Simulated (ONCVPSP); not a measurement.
**Configuration tests for argon (ONCV)**

Ar (Z = 18), optimised norm-conserving Vanderbilt (ONCV), made with ONCVPSP 4.0.1 (PBEsol, scalar-relativistic). Core [Ne], reference 3s2 3p6. Waves: 3s: rc 1.00 bohr, ncon 3, nbas 6, qcut 6 1/bohr, local; 3p: rc 1.00 bohr, ncon 4, nbas 7, qcut 8.7 1/bohr, 1 projector; d scattering state at 0.2 Ha: rc 1.25 bohr, ncon 4, nbas 8, qcut 8.4 1/bohr, 1 projector. Local part: the s channel. Core correction: Teter function, fcfact 4.75, rcfact 1.35.

Energies are relative to the spin-unpolarised reference configuration 3s2 3p6; without spin polarisation the order of configurations can differ from experiment.

| valence configuration | charge | ΔE all-electron (eV) | error AE − PS (meV) |
| --- | --- | --- | --- |
| 3s2 3p5 | +1 | 16.014 | +4.1 |
| 3s2 3p3 | +3 | 87.140 | +77 |
| 3s1 3p6 | +1 | 30.580 | +4.7 |

(1) What are ΔE and the potential's error for 3s2 3p4?

## Answers

(1) ΔE = 44.618 eV all-electron; the error (AE − PS) is +25 meV.
